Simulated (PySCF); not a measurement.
C₅H₁₂O₂P (charge -1).
Atom-mapped SMILES: `[CH3:1][CH:2]([CH3:3])[CH2:4][P@:5]([CH3:6])(=[O:7])[O-:8]` (hydrogens: H9, H10, H11 on C1; H12 on C2; H13, H14, H15 on C3; H16, H17 on C4; H18, H19, H20 on C6)

The same species was optimised twice, with GFN2-xTB and with PBE0-D3(BJ)/def2-SVP (PySCF), and the same property calculations (PySCF, gas phase) were run on both structures.

| coordinate | GFN2-xTB | PBE0-D3(BJ)/def2-SVP | change |
| --- | --- | --- | --- |
| P5=O7 (Å) | 1.493 | 1.519 | +0.026 |
| P5–O8 (Å) | 1.492 | 1.515 | +0.023 |
| P5–C6 (Å) | 1.872 | 1.851 | -0.021 |
| C4–P5 (Å) | 1.881 | 1.867 | -0.014 |
| C2–C4 (Å) | 1.518 | 1.529 | +0.011 |
| C2–C3 (Å) | 1.530 | 1.525 | -0.005 |
| C1–C2 (Å) | 1.523 | 1.526 | +0.003 |
| O7–P5–O8 (°) | 118.8 | 122.3 | +3.5 |
| C4–P5–C6 (°) | 98.2 | 101.6 | +3.4 |
| C4–P5–O8 (°) | 109.1 | 106.5 | -2.6 |
| C4–P5–O7 (°) | 110.9 | 108.8 | -2.1 |
| C2–C4–P5 (°) | 109.2 | 110.9 | +1.7 |
| C1–C2–C4 (°) | 109.9 | 111.0 | +1.1 |
| C6–P5–O7 (°) | 108.5 | 107.4 | -1.1 |
| C6–P5–O8 (°) | 109.4 | 108.3 | -1.1 |
| C1–C2–C4–P5 (°) | -68 | -71 | -3 |
| C2–C4–P5–C6 (°) | -161 | -173 | -12 |

Rotational constants: A = 2898, B = 1088, C = 990.5 MHz (GFN2-xTB) against A = 2881, B = 1065, C = 976.3 MHz (PBE0-D3(BJ)/def2-SVP). Point groups within 0.08 Å: C1 and C1.

On the GFN2-xTB structure: HOMO (eV) -1.92 [PBE0/pcSseg-1]; LUMO (eV) 4.83 [PBE0/pcSseg-1]; GIAO shielding of C1 (ppm) 161.5 [PBE0/pcSseg-1]; GIAO shielding of C2 (ppm) 159.7 [PBE0/pcSseg-1]; GIAO shielding of C3 (ppm) 156.8 [PBE0/pcSseg-1]; GIAO shielding of C4 (ppm) 138.7 [PBE0/pcSseg-1]; GIAO shielding of P5 (ppm) 324.1 [PBE0/pcSseg-1]; GIAO shielding of C6 (ppm) 163.2 [PBE0/pcSseg-1]; GIAO shielding of O7 (ppm) 165.4 [PBE0/pcSseg-1]; GIAO shielding of O8 (ppm) 183.9 [PBE0/pcSseg-1].

**Question.** What do these properties become on the PBE0-D3(BJ)/def2-SVP structure?

**Answer.** 
```
                                    property          level  on GFN2-xTB  on PBE0-D3(BJ)/def2-SVP  change
                                   HOMO (eV)  PBE0/pcSseg-1        -1.92                    -1.91   +0.01
                                   LUMO (eV)  PBE0/pcSseg-1         4.83                     4.81   -0.02
energy, GFN2-xTB geometry as zero (kcal/mol)  PBE0/pcSseg-1          0.0                     -2.8    -2.8
                  GIAO shielding of C1 (ppm)  PBE0/pcSseg-1        161.5                    159.7    -1.8
                  GIAO shielding of C2 (ppm)  PBE0/pcSseg-1        159.7                    159.5    -0.2
                  GIAO shielding of C3 (ppm)  PBE0/pcSseg-1        156.8                    154.3    -2.5
                  GIAO shielding of C4 (ppm)  PBE0/pcSseg-1        138.7                    138.5    -0.2
                  GIAO shielding of P5 (ppm)  PBE0/pcSseg-1        324.1                    311.4   -12.7
                  GIAO shielding of C6 (ppm)  PBE0/pcSseg-1        163.2                    162.1    -1.1
                  GIAO shielding of O7 (ppm)  PBE0/pcSseg-1        165.4                    164.4    -1.0
                  GIAO shielding of O8 (ppm)  PBE0/pcSseg-1        183.9                    174.5    -9.4
```

The heavy atoms differ by 0.146 Å rms after alignment. Among bonds between heavy atoms P5=O7 changes most (+0.026 Å). Changes are differences of the printed values. Neither structure is proved a minimum here. Isolated species at its PBE0-D3(BJ)/def2-SVP geometry (one conformer only).

Conformer computed: `[CH3:1][CH:2]([CH3:3])[CH2:4][P@:5]([CH3:6])(=[O:7])[O-:8]`: C1–C2–C4–P5 -71°, C2–C4–P5–C6 -173°.
